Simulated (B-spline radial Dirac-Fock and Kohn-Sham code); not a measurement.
**Satellites and hypersatellites of the K lines of Eu³¹⁺**

System: europium as Eu³¹⁺ in the configuration 1s2 2s2 2p6 3s2 3p6 3d10 4s2 4p2.

The run's input, task.json:

```json
{"items": [{
  "Z": 63,
  "q": 31,
  "cfg": [[1, 0, 2], [2, 0, 2], [2, 1, 6], [3, 0, 2], [3, 1, 6], [3, 2, 10], [4, 0, 2], [4, 1, 2]],
  "A": 153,
  "rrms": 5.1115,
  "do": ["binding", "quiet", "double"]
}]}
```

Command: `python xray_run.py task.json out`

Level of theory: ΔSCF Dirac-Fock with Breit, self-energy and vacuum polarisation, finite nucleus, configuration average; a radial B-spline solver. Each two-hole energy is an average over J within one jj subconfiguration, not an observable level; in light atoms, where LS coupling holds, the j-resolved values are not observed lines, and for a K spectator the Kα1 hypersatellite is nearly forbidden. Correlation and solid-state effects are left out.

Lines without a spectator: Kα2 (K-L2) 40916.9 eV, Kα1 (K-L3) 41559.4 eV, Kβ3 (K-M2) 46980.6 eV, Kβ1 (K-M3) 47118.4 eV. Shifts in eV with one spectator hole (a dash: not computed, or left out as unreliable):

```tsv
spectator hole	Kα2	Kα1	Kβ3	Kβ1
K (1s)	+780.0	+821.4	+1007.2	+1017.0
L2 (2p1/2)	+94.5	+123.0	–	+249.4
L3 (2p3/2)	+81.6	+85.5	+204.8	–
M2 (3p1/2)	–	+18.94	+41.8	+49.3
M3 (3p3/2)	+12.36	–	+39.5	+39.7
M4 (3d3/2)	+4.53	+1.22	–	–
M5 (3d5/2)	-0.11	+3.18	–	–
```
